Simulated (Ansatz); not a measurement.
C3H5AlF2 (`[F][Al]([F])[CH]1CC1`), relaxed with RKS PBE-D4/def2-SVP in Ansatz 0.2.0 from a rough embedded geometry. The force threshold is 0.03 eV/Å; the program also tests the step.

Total charge 0; spin multiplicity 1.

Start:

```xyz
11

F     0.183    0.565    2.833
Al    1.187    0.484    1.360
F     2.945    0.541    1.559
C     0.454    0.256   -0.504
C    -1.128    0.320   -0.537
C    -0.433   -1.001   -0.686
H     0.921    0.608   -1.410
H    -1.630    0.466    0.395
H    -1.526    0.772   -1.520
H    -0.413   -1.379   -1.709
H    -0.559   -1.633    0.220
```

Problem. How much energy does the relaxation release, and in how many steps? (An estimate is asked.)

Solution. Ansatz gave: 64.39 kJ/mol, in 15 steps, 3 of them rejected.

Problem. Which bonds change most? (Best estimate.)

Solution. The calculation gave: F1–Al2 from 1.784 to 1.674 Å; Al2–F3 from 1.771 to 1.672 Å; Al2–C4 from 2.016 to 1.922 Å; C5–H9 from 1.153 to 1.102 Å.

Problem. Give the relaxed structure. (Best estimate.)

Solution. Ansatz gave: 
```xyz
11

F     0.387    0.075    2.699
Al    1.248    0.453    1.314
F     2.795    1.048    1.532
C     0.430    0.188   -0.406
C    -1.079    0.395   -0.583
C    -0.521   -0.993   -0.634
H     1.036    0.463   -1.286
H    -1.682    0.682    0.294
H    -1.413    0.860   -1.524
H    -0.464   -1.499   -1.611
H    -0.736   -1.673    0.207
```
